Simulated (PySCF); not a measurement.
Two species compared at the same levels of theory.

First species: C₅H₇F₂NSi.
SMILES: `[H]/N=C(/CC#C[SiH3])C(F)F`

Second species: C5H10OSi.
Geometry (GFN2-xTB, Å), atoms numbered from 1 in this order:
```xyz
17
C5H10OSi angstrom
C     -3.0323    1.1873   -0.5939
C     -2.1669    0.4376    0.0619
C     -1.2161   -0.5224   -0.5803
C      0.2156   -0.3009   -0.1863
C      0.6941    0.8397    0.2845
O      1.9709    1.0721    0.6425
Si     3.3015    0.1386    0.6893
H     -3.7130    1.8503   -0.0877
H     -3.0999    1.1668   -1.6696
H     -2.1175    0.4748    1.1423
H     -1.4951   -1.5407   -0.2876
H     -1.3084   -0.4636   -1.6697
H      0.8867   -1.1383   -0.3191
H      0.0666    1.7128    0.4231
H      3.1080   -1.0076    1.5806
H      4.2480    1.1140    1.2031
H      3.6508   -0.3591   -0.6431
```

Levels: CAM-B3LYP/def2-SVPD for dipole moment, HOMO energy, LUMO energy, HOMO–LUMO gap, static isotropic polarisability and electronic spatial extent ⟨r²⟩ about the centre of nuclear charge; TDDFT CAM-B3LYP/def2-SVPD for lowest singlet excitation; TDA CAM-B3LYP/def2-SVPD for lowest triplet excitation (Tamm–Dancoff); GFN2-xTB for rotational constant A and rotational constant C. Geometries: GFN2-xTB. Each species is one conformer at its optimised geometry, gas phase, non-relativistic unless stated. Electronic properties by PySCF.

Dipoles, sizes and rotational constants follow the conformer. The torsions of the flexible species, by atom-mapped SMILES:
- `[H]/[N:1]=[C:2](/[CH2:3][C:4]#[C:5][SiH3:6])[CH:7]([F:8])[F:9]`: N1–C2–C3–C4 -115°, N1–C2–C7–F8 -7°
- `[CH2:1]=[CH:2][CH2:3]/[CH:4]=[CH:5]/[O:6][SiH3:7]`: C1–C2–C3–C4 126°, C2–C3–C4–C5 -22°, C4–C5–O6–Si7 -2°

```json
{"property": "dipole moment", "column X": "1.39 D", "column Y": "0.84 D"}
{"property": "HOMO energy", "column X": "-9.25 eV", "column Y": "-8.03 eV"}
{"property": "LUMO energy", "column X": "0.06 eV", "column Y": "1.18 eV"}
{"property": "HOMO–LUMO gap", "column X": "9.31 eV", "column Y": "9.21 eV"}
{"property": "lowest singlet excitation", "column X": "5.11 eV", "column Y": "6.23 eV"}
{"property": "lowest triplet excitation (Tamm–Dancoff)", "column X": "4.31 eV", "column Y": "4.33 eV"}
{"property": "static isotropic polarisability", "column X": "94.4 au", "column Y": "90.5 au"}
{"property": "electronic spatial extent ⟨r²⟩ about the centre of nuclear charge", "column X": "2078 bohr²", "column Y": "1530 bohr²"}
{"property": "rotational constant A", "column X": "2.319 GHz", "column Y": "7.994 GHz"}
{"property": "rotational constant C", "column X": "0.535 GHz", "column Y": "0.743 GHz"}
```

(1) Which column belongs to which species?

(2) How does each property change from the first species to the second?

Results:

(1) Column X is the first species and column Y the second. The first has 16 atoms and 76 electrons, the second 17 and 62.

(2) dipole moment -0.55 D; HOMO energy +1.22 eV; LUMO energy +1.12 eV; HOMO–LUMO gap -0.10 eV; lowest singlet excitation +1.12 eV; lowest triplet excitation (Tamm–Dancoff) +0.02 eV; static isotropic polarisability -3.9 au; electronic spatial extent ⟨r²⟩ about the centre of nuclear charge -548 bohr²; rotational constant A +5.675 GHz; rotational constant C +0.208 GHz.

On the first: No computed singlet falls in the visible range (750 to 380 nm, 1.65 to 3.26 eV); S1 lies 1.85 eV above its blue end. The dipole matches unit charges of opposite sign 0.29 Å apart (1 e·Å = 4.8032 D).

On the second: The vertical singlet–triplet gap S1 − T1 is 1.90 eV (TDDFT singlet less Tamm–Dancoff triplet). In atomic units the dipole is 0.33 e·bohr (1 au = 2.5417 D).
